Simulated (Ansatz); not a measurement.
Geometry optimisation, RKS B3LYP-D4/def2-SVP in Ansatz.

The input (input.yaml):

```yaml
crystal:
  periodic: [false, false, false]
  atoms:
    - { symbol: Hf, position_ang: [-0.449833, 0.557788, -0.033786] }
    - { symbol: Cl, position_ang: [-0.560223, -3.33726, 1.114946] }
    - { symbol: O, position_ang: [0.194974, -0.768504, -1.050221] }
    - { symbol: H, position_ang: [-0.004443, -2.706931, 0.099779] }
    - { symbol: O, position_ang: [-0.930182, 2.108212, -1.13072] }
    - { symbol: O, position_ang: [0.852267, 0.967564, 1.376454] }
    - { symbol: H, position_ang: [-0.836046, 2.509062, -2.001543] }
    - { symbol: H, position_ang: [1.733586, 0.670168, 1.624992] }
basis:
  gaussian: { orbitals: def2-SVP }
hamiltonian:
  xc: b3lyp
  dispersion: d4
relax:
  f_tol: 0.03
  max_steps: 50
```

Run as:

```bash
$ ansatz run input.yaml --threads 2 --pin off --max-ram 3072MiB --backend cpu --events-out ev --progress --plain --runs-dir out
```

**Question.** Where does it end, and by what steps?

**Answer.** The run converged. After 18 steps the energy has fallen by 3.537 eV; Cl2 moved furthest, 2.58 Å. Parted: Cl2–H4 (1.32 → 4.33 Å). Joined: Hf1–Cl2 (4.06 → 2.40 Å), O3–H4 (2.26 → 0.96 Å).

| step | energy less start (eV) | largest force component (eV/Å) | accepted |
| --- | --- | --- | --- |
| 0 | 0.0000 | 0.406 | yes |
| 1 | -0.1268 | 0.334 | yes |
| 2 | -0.2420 | 0.669 | yes |
| 3 | -0.3781 | 0.999 | yes |
| 4 | -0.5172 | 0.790 | yes |
| 5 | -0.6636 | 2.762 | yes |
| 6 | -1.0989 | 2.029 | yes |
| 7 | -1.9027 | 2.022 | yes |
| 8 | -2.2767 | 4.174 | yes |
| 9 | -2.7506 | 1.058 | yes |
| 10 | -2.9767 | 0.828 | yes |
| 11 | -3.1635 | 1.052 | yes |
| 12 | -3.3080 | 0.691 | yes |
| 13 | -3.4089 | 0.399 | yes |
| 14 | -3.4803 | 0.329 | yes |
| 15 | -3.5224 | 0.174 | yes |
| 16 | -3.5362 | 0.035 | yes |
| 17 | -3.5360 | 0.117 | no |
| 18 | -3.5371 | 0.011 | yes |

```xyz
8
Properties=species:S:1:pos:R:3
Hf -0.229 -0.131 0.162
Cl -1.957 -1.195 1.434
O 0.597 -1.450 -0.971
H 1.064 -2.055 -1.547
O -1.009 1.270 -0.904
O 1.072 0.603 1.377
H -1.312 1.985 -1.463
H 1.774 0.974 1.911
```

The run took 51 s on 2 threads of Intel(R) Xeon(R) Platinum 8488C (Sapphire Rapids), with other jobs on the host, peak memory 0.25 GiB.
